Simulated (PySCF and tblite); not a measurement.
Values are calculated unless marked as measured or tabulated.
System: C₈H₁₃N, numbered as in [CH3:1][C:2]1=[C:3]([N:4]([CH3:5])[CH3:6])[CH2:7][CH:8]=[CH:9]1.

Geometries: GFN2-xTB; energies: PBE0/pcSseg-1 + D3(BJ); zero-point and thermal terms from GFN2-xTB harmonic modes (soft modes blended into free rotors). Rates follow Eyring's equation with the number of equivalent paths and no tunnelling. (PySCF 2.14 with density fitting, tblite 0.8.)

Tunnelling of the moving H, left out here, will speed the real process. DFT energies on a tight-binding saddle of a bond shift can be off by several kcal/mol.

How high is the barrier to the shift of H on C7 from C7 to C8, through which structure does it pass, and what rate follows at 298 K?

The electronic barrier is 28.3 kcal/mol and ΔG‡(298 K) 26.0 kcal/mol, over a C1 saddle with an imaginary mode of 1263i cm⁻¹ (GFN2-xTB). With 1 equivalent path, k is 5.6×10⁻⁷ s⁻¹, a mean lifetime of the start of 21 days against this motion. The end lies 2.1 kcal/mol below the start in free energy.
